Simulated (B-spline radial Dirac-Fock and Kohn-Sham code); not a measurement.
# Two-hole binding energies of Zn⁺

System: the Zn⁺ ion, [Ar] 3d10 4s1.

Method: Dirac-Fock energy differences between relaxed states, corrected for Breit and QED terms. Computed with an atomic code on a B-spline grid. U is the two-hole binding energy less the two single-hole energies, the effective repulsion of the holes after relaxation. Each two-hole energy is an average over J within one jj subconfiguration.

| holes | E(a) (eV) | E(b) (eV) | E(ab) (eV) | U (eV) |
| --- | --- | --- | --- | --- |
| 1s⁻² | 9677.2 | 9677.2 | 19780.7 | 426.2 |
| 1s⁻¹ 2p1/2⁻¹ | 9677.2 | 1062.4 | 10846.8 | 107.2 |
| 1s⁻¹ 3p1/2⁻¹ | 9677.2 | 110.6 | ? | ? |
| 1s⁻¹ 3d3/2⁻¹ | 9677.2 | 25.36 | 9725.0 | 22.4 |
| 1s⁻¹ 3d5/2⁻¹ | 9677.2 | 25.03 | 9724.6 | 22.3 |
| 2p3/2⁻² | 1039.0 | 1039.0 | 2148.8 | 70.8 |
| 2s⁻¹ 3d3/2⁻¹ | 1216.8 | 25.36 | 1265.3 | 23.2 |
| 2p1/2⁻¹ 3d5/2⁻¹ | 1062.4 | 25.03 | 1110.8 | 23.4 |
| 2p1/2⁻¹ 3d3/2⁻¹ | 1062.4 | 25.36 | 1110.3 | 22.5 |
| 2p3/2⁻¹ 3d3/2⁻¹ | 1039.0 | 25.36 | 1087.8 | 23.4 |
| 2p3/2⁻¹ 3d5/2⁻¹ | 1039.0 | 25.03 | 1086.9 | 22.8 |
| 3p1/2⁻² | 110.6 | 110.6 | 245.0 | 23.7 |
| 3d3/2⁻¹ 3d5/2⁻¹ | 25.36 | 25.03 | 70.87 | 20.5 |
| 3d5/2⁻² | 25.03 | 25.03 | 70.31 | 20.2 |

Question: Give the missing two-hole energy and U.

Answer: E(ab) = 9816.7 eV and U = 28.8 eV.
